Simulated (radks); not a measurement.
Problem. The mean radii <r> (bohr) of the occupied orbitals of an atom or ion are listed with their occupations. Calculated with a radial shooting solver on a logarithmic mesh with Libxc functionals: scalar-relativistic Kohn-Sham, XLYP, spin-polarised, spherical densities, point nucleus.

orbital  occ.      <r>
1s up       1  0.02842
1s down     1  0.02842
2s up       1   0.1226
2s down     1   0.1226
2p up       3   0.1071
2p down     3   0.1071
3s up       1   0.3306
3s down     1   0.3306
3p up       3   0.3288
3p down     3   0.3288
3d up       5   0.3055
3d down     5   0.3055
4s up       1   0.7906
4s down     1   0.7905
4p up       3   0.8524
4p down     3   0.8520
4d up       5    1.034
4d down     5    1.028
5s up       1    2.227
5s down     1    2.224
5p up       3    2.889

Name the element and its charge. Open shells, if any, are filled with parallel spins first.

Solution. Z = 51, antimony, charge 0: Sb in [Kr] 4d10 5s2 5p3. The 1s radius gives Z: for a bare nucleus <r> = (2 gamma + 1)/(2Z) with gamma = sqrt(1 - (Z/c)^2), 0.028 bohr for Z = 51, and screening makes it slightly larger (0.02842 here). The occupations add up to 51, and the charge is Z minus that.
